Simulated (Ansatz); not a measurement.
ClF$_{2}$HMoO$_{2}$ (`[O]=[Mo]([OH])([F])([F])[Cl]`), relaxed with RKS PBE-D4/def2-SVP in Ansatz from a rough embedded geometry. The force threshold is 0.03 eV/Å; the program also tests the step.

The species carries charge 0 and has multiplicity 1. Mo takes the def2 core potential.

Start:

```xyz
7

O     1.213   -0.753   -0.713
Mo   -0.324   -0.248    0.076
O     0.648   -0.961    1.672
F     1.392    0.623   -1.019
F    -1.113    1.796   -0.500
Cl   -1.703    0.756   -1.861
H    -0.114   -1.213    2.346
```

(1) How much energy does the relaxation release, and in how many steps? (Best estimate.)

(2) Which bonds change most? (Best estimate.)

(3) Give the relaxed structure. (Estimate.)

Results:

(1) Computed: 1242.52 kJ/mol, in 19 steps.

(2) Computed: Mo2–F5 from 2.265 to 1.864 Å; Mo2–F4 from 2.214 to 1.871 Å; Mo2–Cl6 from 2.581 to 2.315 Å; O1–Mo2 from 1.800 to 1.668 Å.

(3) Ansatz gave: 
```xyz
7

O     0.841   -0.748   -1.562
Mo    0.112    0.136   -0.351
O     0.166   -1.090    1.064
F     1.410    1.124    0.566
F    -0.233    1.775   -1.171
Cl   -2.168   -0.220   -0.536
H    -0.129   -0.977    1.989
```
